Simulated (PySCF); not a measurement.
Excitations are Tamm–Dancoff values on a coarser integration grid. The basis has no diffuse functions, so Rydberg states are missing or too high.

Cartesian coordinates (Å):
SMILES: SB(S)S
```xyz
7

S      1.5042    -1.0960     0.0589
B     -0.1183    -0.3117    -0.0054
S     -1.5172    -1.4523    -0.0643
S     -0.4473     1.4593    -0.0154
H      2.2440     0.0225     0.0907
H     -2.4850    -0.5217    -0.1014
H      0.8196     1.8998     0.0369
```
Charge 0, multiplicity 1.

Problem. Predict the S1 excitation (TDA), brightest of the four lowest singlets (TDA), T1 excitation (TDA), LUMO and HOMO–LUMO gap from PBE0-D4/def2-TZVP (PySCF).

Solution. 
| Quantity | Result |
|---|---|
| S1 excitation (TDA) | 5.51 eV |
| brightest of the four lowest singlets (TDA) | 6.05 eV |
| T1 excitation (TDA) | 4.84 eV |
| LUMO | -0.72 eV |
| HOMO–LUMO gap | 6.83 eV |
